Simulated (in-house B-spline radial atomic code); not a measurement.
Response and correlation of Li⁻

Closed shell [He] 2s2. Computed with a B-spline radial code for spherical atoms: Dirac-Hartree-Fock, relativistic RPA (time-dependent Dirac-Hartree-Fock) for the response and second-order many-body perturbation theory for correlation, no-pair Dirac-Coulomb Hamiltonian, finite nucleus.

Command:
```bash
python run_mb.py task.json out
```
Settings (nuclear radius in fm, box in bohr, cutoff in hartree):
```
basis_form          2
Z                   3
core_configuration  [He] 2s2
rms_radius          2.444
mass_number         7
speed_of_light      137.036
box_radius          67.716
lmax                7
intervals           71
virtual_cutoff      2000.0
```

Run time, properties included: 0.8 s on 1 thread of Arm Neoverse V1 (shared host).

```csv
"multipole (bohr³, bohr⁵, bohr⁷)",uncoupled,coupled RPA
dipole,505.88,1198.7
quadrupole,42314,116400
octupole,9.6717e+06,?
```

(1) What is the coupled octupole polarisability?

(2) Which subshells carry the dipole polarisability?

(3) What does the dipole shielding factor come to?

Dipole polarisability at imaginary frequency:

```csv
u (Eh),α(iu) (bohr³)
0,1199
0.00707,1125
0.0177,877.5
0.0354,538.4
0.053,348
0.0707,238.3
0.106,128.9
0.141,79.73
0.177,53.29
0.247,28.88
0.354,14.66
0.53,6.821
0.707,3.965
1.06,1.879
1.77,0.759
3.54,0.2332
```

(4) What dispersion coefficients follow for two such ions (the dispersion part alone)?

Lowest J = 1 odd-parity excitations:

```
energy (eV)  oscillator strength  leading channel  weight
 1.9228e-06             1.09e-24     2s1/2 → p1/2   0.592
```

For an outer ns² shell RPA puts the lowest triplet far too low, and second order misses the ns²-np² near-degeneracy.

Second-order correlation energy by the highest angular momentum of the excited pair (hartree): s -0.01671, p -0.03433, d -0.005996, f -0.001827, g -0.0007301, h -0.0003443, i -0.0001817, k -0.0001039.

(5) What is the second-order correlation energy at the partial-wave limit?

## Answers

(1) 2.3587e+07 atomic units, +144 % against the uncoupled value.

(2) 2s1/2 100.0 %, 1s1/2 -0.0 %.

(3) The dipole shielding factor is 1.333, against the exact N/Z = 4/3 = 1.333 of the non-relativistic theorem.

(4) C6 = (3/π)∫α(iu)²du = 34280 hartree·bohr⁶ and C8 = 1.646e+07 hartree·bohr⁸.

(5) The listed waves sum to -0.060222 hartree; extrapolating the increments as (l + 1/2)⁻⁴ gives -0.060435 hartree, -0.411 eV per electron.
